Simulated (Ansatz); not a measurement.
One change: `OB(Br)Br` becomes `[OH][In]([Br])[Br]`.

Ansatz, PBE0-D4/def2-TZVP geometries, multiplicity 1. Each molecule was computed in one conformer, which needn't be the lowest.

Elements past krypton have def2 core potentials. Scalar relativity is left out up to krypton.

```
                                      property  `OB(Br)Br`
         LUMO energy (ωB97M-V/def2-TZVPP) / eV        1.38
             LUMO energy (PBE/def2-TZVPP) / eV       -1.65
size of the dipole moment (PBE/def2-TZVPP) / D        1.70
           HOMO–LUMO gap (PBE/def2-TZVPP) / eV        5.38
           HOMO energy (B3LYP/def2-TZVPP) / eV       -8.06
             HOMO energy (PBE/def2-TZVPP) / eV       -7.03
```

**Question.** Give the same properties after the change, and the shifts. (An estimate is asked.)

**Answer.** Computed: 
| property | `[OH][In]([Br])[Br]` | shift |
| --- | --- | --- |
| LUMO energy (ωB97M-V/def2-TZVPP) / eV | -0.73 | -2.11 |
| LUMO energy (PBE/def2-TZVPP) / eV | -3.47 | -1.82 |
| size of the dipole moment (PBE/def2-TZVPP) / D | 1.13 | -0.57 |
| HOMO–LUMO gap (PBE/def2-TZVPP) / eV | 3.92 | -1.46 |
| HOMO energy (B3LYP/def2-TZVPP) / eV | -8.42 | -0.36 |
| HOMO energy (PBE/def2-TZVPP) / eV | -7.39 | -0.36 |

With PBE0 the HOMO falls by 0.36 eV and the LUMO falls by 1.91 eV, so the gap narrows by about 1.55 eV. PBE moves the HOMO by -0.36 eV and ωB97M-V by -0.36 eV. Dipoles are sizes alone; their direction can turn.

B3LYP here is the variant with VWN-RPA as its local correlation; programs differ in this.

Spin–orbit coupling is left out; it splits and shifts lone-pair levels of the heavy atoms by tenths of an eV.
